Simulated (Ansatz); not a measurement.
Harmonic frequencies (cm⁻¹) at PBE0-D4/def2-TZVP from Ansatz: 235, 414, 518, 690, 863, 890, 915, 2237, 2245.

Problem. Which molecule is it?
A. `F[SiH][SeH]`•
B. `F[SiH]S`•
C. `F[SiH2][S]`•
D. `[SH][Al][Br]`•

Solution. C.
